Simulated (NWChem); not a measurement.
System meant: Si2Cl5, doublet; SMILES Cl[Si]([Si](Cl)(Cl)Cl)Cl

Here is an NWChem input.

```
start job
memory heap 200 mb stack 900 mb global 1100 mb
geometry units angstroms noautoz
  Cl    -1.680202     2.232356    -0.218790
  Si    -0.003723     1.362544     0.620446
  Cl     1.696093     2.223796    -0.179791
  Si    -0.002852    -0.923541     0.066083
  Cl     0.028696    -1.258001    -1.957813
  Cl     1.653832    -1.786792     0.913819
  Cl    -1.691552    -1.775559     0.860214
end
basis spherical
  * library def2-svp
end
dft
  odft
  mult 2
  xc xpbe96 cpbe96
  iterations 4
  mulliken
end
task dft energy
```

End of the output:

```
     --------------------------
     Expectation value of S2:
     --------------------------
      <S2> =      0.7521 (Exact =     0.7500)

 center of mass
 --------------
 x =   0.00000081 y =  -0.00263854 z =  -0.00483664

 moments of inertia (a.u.)
 ------------------
        3224.687349307885          -0.000000000000          -0.000000000000
          -0.000000000000        2126.939959458454          -0.000000000001
          -0.000000000000          -0.000000000001        3919.391125412073

     Multipole analysis of the density
     ---------------------------------

     L   x y z        total         alpha         beta         nuclear
     -   - - -        -----         -----         ----         -------
     0   0 0 0     -0.000000    -57.000000    -56.000000    113.000000

     1   1 0 0     -0.000154     -0.000095     -0.000059      0.000000
     1   0 1 0     -0.005006     -1.166887      1.161881     -0.000000
     1   0 0 1      0.266124     -0.666968      0.933092      0.000000

     2   2 0 0    -65.404302   -377.385101   -373.885958    685.866757
     2   1 1 0      0.000895      0.000946     -0.000252      0.000200
     2   1 0 1     -0.000013      0.001832     -0.001856      0.000012
     2   0 2 0    -66.049682   -649.447066   -639.834470   1223.231855
     2   0 1 1      0.405037     -3.031663      2.104993      1.331707
     2   0 0 2    -64.236167   -210.441662   -202.659970    348.865466

 ------------------------------------------------------------------------
 dft energy failed                                                                                  0
 ------------------------------------------------------------------------
 ------------------------------------------------------------------------
  current input line :
    22: task dft energy
 ------------------------------------------------------------------------
 ------------------------------------------------------------------------
 This type of error is most commonly associated with calculations not reaching convergence criteria
 ------------------------------------------------------------------------
 For more information see the NWChem manual at https://nwchemgit.github.io

0:dft energy failed:Received an Error in Communication
```

Find the fault in this run and fix the input.

Convergence was not reached. Cause: the SCF was allowed too few iterations. This input runs:
```
start job
memory heap 200 mb stack 900 mb global 1100 mb
geometry units angstroms noautoz
  Cl    -1.680202     2.232356    -0.218790
  Si    -0.003723     1.362544     0.620446
  Cl     1.696093     2.223796    -0.179791
  Si    -0.002852    -0.923541     0.066083
  Cl     0.028696    -1.258001    -1.957813
  Cl     1.653832    -1.786792     0.913819
  Cl    -1.691552    -1.775559     0.860214
end
basis spherical
  * library def2-svp
end
dft
  odft
  mult 2
  xc xpbe96 cpbe96
  iterations 150
  mulliken
end
task dft energy
```
It converges to -2878.06330 Ha (PBE/def2-SVP, spin-unrestricted).
